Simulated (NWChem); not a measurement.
System: C$_{2}$H$_{6}$BO$_{2}$, doublet; SMILES CO[B]OC

The following NWChem deck was run.

```
start job
memory heap 200 mb stack 900 mb global 1100 mb
geometry units angstroms noautoz
  C      0.609378    -1.955927     0.029225
  O     -0.633217    -1.306124    -0.159466
  B     -0.768066     0.025181    -0.158986
  O      0.262024     0.876648     0.017722
  C      0.118285     2.274623     0.017752
  H      1.426512    -1.233060     0.171662
  H      0.544189    -2.609754     0.912141
  H      0.826507    -2.581617    -0.849774
  H      0.459112     2.679552     0.983366
  H      0.742971     2.708493    -0.778505
  H     -0.928336     2.577260    -0.145832
end
basis spherical
  * library def2-svp
end
dft
  odft
  mult 2
  xc becke88 lyp
  iterations 150
  mulliken
end
task dft energy
```

Excerpt of the output:

```
             Northwest Computational Chemistry Package (NWChem) 7.3.0
             --------------------------------------------------------

 CS  symmetry detected

                             Geometry "geometry" -> ""
                             -------------------------

 Output coordinates in angstroms (scale by  1.889725989 to convert to a.u.)

  No.       Tag          Charge          X              Y              Z
 ---- ---------------- ---------- -------------- -------------- --------------
    1 C                    6.0000     0.61475746    -1.95401849     0.00000000
    2 O                    8.0000    -0.64823009    -1.31624691     0.00000000
    3 B                    5.0000    -0.79409989     0.01389542     0.00000000
    4 O                    8.0000     0.24273964     0.87544616     0.00000000
    5 C                    6.0000     0.08738004     2.27217724     0.00000000
    6 H                    1.0000     1.43714610    -1.22312209     0.00000000
    7 H                    1.0000     0.69622836    -2.59310276     0.89230576
    8 H                    1.0000     0.69622836    -2.59310276    -0.89230576
    9 H                    1.0000     0.57339764     2.69633068     0.89241172
   10 H                    1.0000     0.57339764     2.69633068    -0.89241172
   11 H                    1.0000    -0.97480007     2.56464267     0.00000000

 Effective nuclear repulsion energy (a.u.)     164.3409698990

      Symmetry information
      --------------------

 Group name             Cs
 Group number              2
 Group order               2
 No. of unique centers     9

                                 NWChem DFT Module
                                 -----------------

 Summary of "ao basis" -> "ao basis" (spherical)
 ------------------------------------------------------------------------------
       Tag                 Description            Shells   Functions and Types
 ---------------- ------------------------------  ------  ---------------------
 C                          def2-svp                 6       14   3s2p1d
 O                          def2-svp                 6       14   3s2p1d
 B                          def2-svp                 6       14   3s2p1d
 H                          def2-svp                 3        5   2s1p

      Symmetry analysis of basis
      --------------------------

        a'         68
        a"         32

            General Information
            -------------------
          SCF calculation type: DFT
          Wavefunction type:  spin polarized.
          No. of atoms     :    11
          No. of electrons :    39
           Alpha electrons :    20
            Beta electrons :    19
          Charge           :     0
          Spin multiplicity:     2
          Use of symmetry is: on ; symmetry adaption is: on
          Maximum number of iterations: 150
          AO basis - number of functions:   100
                     number of shells:    48
          Convergence on energy requested:  1.00D-06
          Convergence on density requested:  1.00D-05
          Convergence on gradient requested:  5.00D-04

              XC Information
              --------------
                    Becke 1988 Exchange Functional  1.000
              Lee-Yang-Parr Correlation Functional  1.000

             Grid Information
             ----------------
          Grid used for XC integration:  medium
          Radial quadrature: Mura-Knowles
          Angular quadrature: Lebedev.
          Tag              B.-S. Rad. Rad. Pts. Rad. Cut. Ang. Pts.
          ---              ---------- --------- --------- ---------
          C                   0.70       49          12.0       434
          O                   0.60       49          11.0       434
          B                   0.85       49          10.0       434
          H                   0.35       45          13.0       434
          Grid pruning is: on
          Number of quadrature shells:   425
          Spatial weights used:  Erf1

      Superposition of Atomic Density Guess
      -------------------------------------

 Sum of atomic energies:        -252.13159751

      Non-variational initial energy
      ------------------------------

 Total energy =    -254.625551
 1-e energy   =    -667.803876
 2-e energy   =     248.837354
 HOMO         =      -0.126815
 LUMO         =       0.096404

   Symmetry analysis of molecular orbitals - initial alpha
   -------------------------------------------------------

  Numbering of irreducible representations:

     1 a'          2 a"

  Orbital symmetries:

     1 a'          2 a'          3 a'          4 a'          5 a'
     6 a'          7 a'          8 a'          9 a'         10 a'
    11 a'         12 a'         13 a"         14 a"         15 a'
    16 a'         17 a"         18 a'         19 a"         20 a'
    21 a"         22 a'         23 a'         24 a'         25 a'
    26 a"         27 a"         28 a'         29 a'         30 a'

   Symmetry analysis of molecular orbitals - initial beta
   ------------------------------------------------------

  Numbering of irreducible representations:

     1 a'          2 a"

  Orbital symmetries:

     1 a'          2 a'          3 a'          4 a'          5 a'
     6 a'          7 a'          8 a'          9 a'         10 a'
    11 a'         12 a'         13 a"         14 a"         15 a'
    16 a'         17 a"         18 a'         19 a"         20 a'
    21 a"         22 a'         23 a'         24 a'         25 a'
    26 a"         27 a"         28 a'         29 a'         30 a'

     ---------------------------------------------
      Total Density - Mulliken Population Analysis
     ---------------------------------------------

[...]
```

Level: BLYP/def2-SVP, spin-unrestricted. The geometry was optimised at PBE0/def2-SVP, spin-unrestricted. No frequency run checked for a minimum. No stability test was run on the SCF state.
